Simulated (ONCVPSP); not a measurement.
**calcium (Ca) ONCV: all-electron and pseudo phase curves**

Ca, optimised norm-conserving Vanderbilt (ONCV), made with ONCVPSP 4.0.1 (PBEsol, scalar-relativistic). Core [Ne], reference 3s2 3p6 4s2. Waves: 3s+4s: rc 2.25 bohr, ncon 4, nbas 9, qcut 5 1/bohr, 2 projectors; 3p: rc 1.45 bohr, ncon 3, nbas 7, qcut 12.1 1/bohr, 1 projector; d scattering state at 0.39 Ha: rc 2.15 bohr, ncon 4, nbas 9, qcut 4.9 1/bohr, 2 projectors, debl 0.9 Ha; f scattering state at 0.15 Ha: rc 2.30 bohr, ncon 4, nbas 8, qcut 4.6 1/bohr, 2 projectors, debl 0.9 Ha. Local part: polynomial inside 1.15 bohr (lpopt 1, dvloc0 0 Ha). Core correction: polynomial model core, fcfact 0.2.

In the d channel the program set the typed energies aside and used -0.072, 0.828 Ha.

The phase is arctan(r·R′/R) of the radial function R(r), unwrapped; energies in Ha, scanned from -3 to 5 Ha. A pole is an energy at which the radial function vanishes at the test radius. The pseudo phase is shifted by a multiple of π to meet the all-electron one at the reference energy, and phase errors are pseudo minus all-electron; the curves can meet again beyond the range given. Levels narrower than the energy grid can be missing from the lists of poles.

Q: For each channel, where are the poles, and over which energies does the pseudopotential scatter like the atom?

A:

```tsv
channel	radius (bohr)	reference energy (Ha)	poles, all-electron	poles, pseudo	unbroken range about the reference energy with phases within 0.05 rad	phase error 1 Ha above the reference energy (rad)
s	2.28	-0.14	-1.62, 2.58	-1.62, 2.46	below 3.2	-0.003
p	1.47	-1.03	0.52	0.50	below 3.0	-0.001
d	2.18	-0.07	0.37, 3.89	0.37, 3.86	the whole range	-0.000
f	2.33	0.15	2.66	2.63	below 3.3	+0.000
```

Phases in the d channel:

```
E (Ha)  all-electron  pseudo
 -2.98         1.338   1.338
 -2.54         1.313   1.313
 -2.10         1.279   1.278
 -1.66         1.226   1.226
 -1.22         1.135   1.134
 -0.78         0.920   0.919
 -0.34        -0.013  -0.013
  0.10        -1.326  -1.326
  0.54        -1.674  -1.674
  0.98        -1.948  -1.948
  1.42        -2.638  -2.643
  1.86        -3.964  -3.975
  2.30        -4.389  -4.396
  2.74        -4.542  -4.547
  3.18        -4.625  -4.629
  3.62        -4.683  -4.686
  4.06        -4.731  -4.733
  4.50        -4.780  -4.778
  4.94        -4.840  -4.830
```
